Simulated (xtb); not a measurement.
Input for xtb: GFN-FF on C4H6O (SMILES C=COC=C).

```
$ xtb mol.xyz --gfnff --sp --chrg 0 --uhf 0
11

C      2.33978395     0.37653329    -0.13364059
C      1.17272129    -0.23593204    -0.00629365
O     -0.00507376     0.39045683    -0.29027567
C     -1.16555645    -0.30834516    -0.13163729
C     -2.34776447     0.23066456    -0.38701776
H      2.40741816     1.40192256    -0.46899859
H      3.24887378    -0.15533027     0.10109109
H      1.07765698    -1.26432029     0.32809656
H     -1.04362481    -1.32925011     0.21667725
H     -3.24220970    -0.35682207    -0.24825879
H     -2.44222497     1.25042271    -0.73289792
```

**Question.** Give the final energy of this run.

**Answer.** -1.8755 hartree.
